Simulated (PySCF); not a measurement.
## C2H10OSi2

C2H10OSi2 is a small molecule, neutral, singlet. The structure, one conformer, was relaxed in the gas phase by PBE0-D3(BJ)/def2-SVP. No frequency run checks that it is a minimum.

SMILES: C[SiH](C)O[SiH3]

Coordinates in Å:
```
Si1    -0.303   -0.061   -0.876
C2     -1.285    1.508   -0.608
C3     -1.104   -1.521   -0.021
O4      1.243    0.154   -0.285
Si5     2.240    0.070    1.026
H6     -0.169   -0.335   -2.339
H7     -1.382    1.733    0.466
H8     -2.298    1.413   -1.030
H9     -0.793    2.365   -1.094
H10    -1.231   -1.328    1.057
H11    -2.100   -1.727   -0.445
H12    -0.494   -2.430   -0.136
H13     2.747   -1.323    1.214
H14     1.517    0.482    2.272
H15     3.398    0.986    0.816
```

Shieldings: GIAO PBE0/pcSseg-1. Shifts are against computed references at the same level: C TMS (σ 184.4 ppm), H TMS (σ 31.27 ppm), Si TMS (σ 352.0 ppm). Core levels by delta-SCF with SCAN, pcX-2 on the ionised atom and pcseg-1 elsewhere, spin-free X2C (2p3/2 is the spin-free 2p value less a third of a first-order spin-orbit splitting); from the vacuum level, for chosen atoms.

**Question.** Give the NMR and core-level values of the distinct atoms.

**Answer.** 
```tsv
atoms	bonded to	σ (ppm)	δ (ppm)	core level (eV)
Si1	2 C + 1 O + 1 H	346.2	5.7	2p3/2 106.92
C2	1 Si + 3 H	183.4	1.0	1s 290.14
C3	1 Si + 3 H	183.9	0.5	1s 290.18
O4	2 Si	312.2	-	1s 537.55
Si5	1 O + 3 H	394.8	-42.8	2p3/2 107.43
H6	1 Si	26.26	5.01	-
H7 H8 H9	1 C	31.04	0.22	-
H10 H11 H12	1 C	31.03	0.24	-
H13 H14 H15	1 Si	26.29	4.97	-
```

Values are those of this one static structure, with the three H of a rotating XH3 group averaged; atoms that internal rotation interchanges would show their mean in an NMR spectrum.

**Question.** Which of Si1, Si5 holds its core electrons tightest, and by how much against the loosest?

**Answer.** Si5 (bonded to 1 O + 3 H), by 0.51 eV over Si1 (bonded to 2 C + 1 O + 1 H).

**Question.** By CAM-B3LYP/def2-SVPD (TDDFT singlets, Tamm-Dancoff triplets, ionisation by delta-SCF), where does absorption start, and what does vertical ionisation take?

**Answer.** The lowest singlet lies at 7.40 eV (f 0.003), the strongest of the first 6 at 8.54 eV (f 0.158), the lowest triplet at 7.07 eV; vertical ionisation takes 10.35 eV.
